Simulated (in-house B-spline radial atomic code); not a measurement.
# Response and correlation of Ni18+

Closed shell [He] 2s2 2p6. Computed with an all-electron radial atomic-structure program (B-spline basis): Dirac-Hartree-Fock, relativistic RPA (time-dependent Dirac-Hartree-Fock) for the response and second-order many-body perturbation theory for correlation, no-pair Dirac-Coulomb Hamiltonian, finite nucleus.

Command:
```bash
python run_mb.py task.json out
```
Settings (nuclear radius in fm, box in bohr, cutoff in hartree):
```
basis_form          2
Z                   28
core_configuration  [He] 2s2 2p6
rms_radius          3.7757
mass_number         58
speed_of_light      137.036
box_radius          4.268
lmax                7
intervals           59
virtual_cutoff      19600.0
```

Time taken, with all properties: 0.6 s on 1 thread of Intel(R) Xeon(R) 6975P-C (shared host).

```
multipole (bohr³, bohr⁵, bohr⁷)   uncoupled  coupled RPA
                         dipole   0.0038771            ?
                     quadrupole  0.00033722   0.00035469
                       octupole  4.5718e-05   4.8054e-05
```

Task: What is the coupled dipole polarisability?

Result: 0.0039251 atomic units, +1 % against the uncoupled value.

Task: Which subshells carry the dipole polarisability?

Result: 2p3/2 58.6 %, 2p1/2 27.8 %, 2s1/2 13.4 %.

Task: What does the dipole shielding factor come to?

Result: The dipole shielding factor is 0.357, against the exact N/Z = 10/28 = 0.357 of the non-relativistic theorem.

Dipole polarisability at imaginary frequency:

```tsv
u (Eh)	α(iu) (bohr³)
0	0.003925
4.14	0.003884
12.4	0.003584
24.8	0.002863
41.4	0.001971
82.8	0.0008451
166	0.0002728
414	5.141e-05
```

Task: What dispersion coefficients follow for two such ions (the dispersion part alone)?

Result: C6 = (3/π)∫α(iu)²du = 0.0004845 hartree·bohr⁶ and C8 = 0.0002291 hartree·bohr⁸.

Lowest J = 1 odd-parity excitations:

```csv
energy (eV),oscillator strength,leading channel,weight
884.61,0.127,2p3/2 → s1/2,0.988
901.92,0.0975,2p1/2 → s1/2,0.987
969.55,0.0109,2p3/2 → d3/2,0.755
982.14,0.819,2p3/2 → d5/2,0.612
1000.3,2.22,2p1/2 → d3/2,0.835
1073.1,0.0435,2s1/2 → p1/2,0.932
1078.9,0.289,2s1/2 → p3/2,0.934
1191.1,0.0242,2p3/2 → s1/2,0.998
```

Second-order correlation energy by the highest angular momentum of the excited pair (hartree): s -0.01875, p -0.1333, d -0.1754, f -0.04824, g -0.0188, h -0.007125, i -0.003264, k -0.001698.

Task: What is the second-order correlation energy at the partial-wave limit?

Result: The listed waves sum to -0.40665 hartree; extrapolating the increments as (l + 1/2)⁻⁴ gives -0.41012 hartree, -1.12 eV per electron.
